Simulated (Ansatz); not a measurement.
Cost and result for the atomization energy of C3H9Cl2NOSi (`CO[Si](Cl)(Cl)N(C)C`) (17 atoms, 16 bonds).

Cartesian coordinates in Å:
```
C -2.3825 -0.4628 0.8164
O -1.3297 0.2405 1.4478
Si 0.2372 -0.1167 1.2390
Cl 0.6322 -2.0423 1.8060
Cl 1.2140 1.1278 2.5317
N 0.6924 0.0678 -0.3812
C 0.2691 1.2583 -1.0915
C 1.8281 -0.5853 -0.9908
H -3.3114 0.0659 1.0319
H -2.2392 -0.5073 -0.2678
H -2.4557 -1.4827 1.2043
H -0.0246 1.0030 -2.1161
H 1.0702 2.0072 -1.1462
H -0.5889 1.7176 -0.5977
H 1.5864 -0.8750 -2.0199
H 2.0948 -1.4876 -0.4416
H 2.7076 0.0716 -1.0243
```

Charge 0, multiplicity 1. The structure was optimised at the PBE0-D4/def2-TZVP level. It is one conformer, not always the lowest. Program: Ansatz. All runs use 2 threads of an AMD EPYC 7R13 on a shared host and a share of an NVIDIA H100 80 GB. Times are those of one run each, without the atoms' runs, and a repeat can differ threefold. Electronic energies, without spin–orbit coupling; frozen cores. CCSD(T)/CBS adds CCSD(T) − MP2 in def2-TZVPP to the MP2 limit, and its time is that of the two runs behind it. T1 = 0.010. HSE06 is the plane-wave form, built on full-range PBE exchange.

CCSD(T)/CBS is a level of theory with its own doubt, some kJ/mol a heavy atom from the limit and from the frozen cores, so smaller differences don't rank the functionals.

| level | functions | wall time | atomization (kcal/mol) | difference from CCSD(T)/CBS | per bond |
| --- | --- | --- | --- | --- | --- |
| CCSD(T)/def2-SVP | 169 | 4 s | 1461.9 | -95.1 | -5.9 |
| LDA (SPW92)/def2-TZVPP | 407 | 5 s | 1780.2 | 223.2 | 14.0 |
| BLYP-D4/def2-TZVPP | 407 | 5 s | 1548.7 | -8.3 | -0.5 |
| revPBE-D4/def2-TZVPP | 407 | 5.5 s | 1547.6 | -9.4 | -0.6 |
| PBE-QIDH/def2-TZVPP | 407 | 6 s | 1548.5 | -8.5 | -0.5 |
| PBE0-D4/def2-TZVPP | 407 | 7 s | 1560.3 | 3.3 | 0.2 |
| HSE06-D4/def2-TZVPP | 407 | 7 s | 1561.3 | 4.3 | 0.3 |
| CAM-B3LYP-D4/def2-TZVPP | 407 | 7.5 s | 1561.2 | 4.2 | 0.3 |
| MP2/def2-QZVPP | 765 | 8.5 s | 1569.7 | 12.7 | 0.8 |
| ωB97M-V/def2-TZVPP (with forces) | 407 | 8.6 s | 1563.5 | 6.5 | 0.4 |
| B97M-V/def2-TZVPP | 407 | 11 s | 1560.8 | 3.8 | 0.2 |
| CCSD(T)/def2-TZVPP | 407 | 29 s | 1513.7 | -43.3 | -2.7 |
| CCSD(T)/CBS(def2) | – | 38 s | 1557.0 | 0.0 | 0.0 |

From PBE to PBE0 (25 % exact exchange), in def2-TZVPP and without D4, the atomization energy moves by −22.6 kcal/mol: exact exchange takes away binding that semilocal exchange gives to molecules. At CCSD(T), def2-SVP lies −95.1 kcal/mol from the extrapolated value and def2-TZVPP −43.3 kcal/mol: correlation converges slowly with the basis, and small sets miss more of it in the bonded molecule than in its fragments. In def2-TZVPP, CCSD(T) changes the Hartree–Fock value by +381.2 kcal/mol (the triples alone add +23.6 kcal/mol) and MP2 by +411.6 kcal/mol; breaking electron pairs costs correlation energy, which Hartree–Fock lacks.
